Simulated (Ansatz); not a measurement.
Species: C₃H₄N (charge 0, doublet). It need not be the lowest isomer of its formula. SMILES: [C-]#[N+]C[CH2]
Structure (B3LYP-D3(BJ)/def2-TZVP (Ansatz, a quantum-chemistry and plane-wave program) minimum search):
```
C
H 1 1.0969
H 1 1.0984 2 105.75
N 1 1.4232 2 108.05 3 115.20
C 4 1.1648 3 149.52 1 178.77
C 1 1.4855 2 110.99 3 -120.59
H 6 1.0782 1 120.84 2 -128.04
H 6 1.0798 7 120.11 1 177.31
```
Charge 0, spin multiplicity 2.

Wanted: atomisation energy (electronic, to ground-state atoms), in kcal/mol. Valence correlation only, unless marked. Open shells are spin-unrestricted. Spin-orbit coupling is left out. Non-relativistic unless marked X2C. The coupled-cluster limit lacks core correlation, which all-electron functionals hold. CBS marks a two-point X^-3 extrapolation of the correlation energy; Hartree-Fock from the larger set. [CCSD(T)-MP2]/basis is that difference in the basis named.

| level | program | atomisation energy (kcal/mol) |
|---|---|---|
| PBE-D4/def2-TZVPD | Ansatz + dftd4 | 805.6 |
| BLYP-D4/def2-TZVPD | Ansatz + dftd4 | 785.1 |
| B3LYP-D4/def2-TZVPD | Ansatz + dftd4 | 781.5 |
| PBE0/STO-3G | Ansatz | 867.5 |

Question: What does RI-MP2/CBS(aug-cc-pVTZ,aug-cc-pVQZ)+[CCSD(T)-MP2]/aug-cc-pVTZ (Ansatz) give?

Answer: 774.5 kcal/mol, so PBE0/STO-3G differs from it by 93.0 kcal/mol.
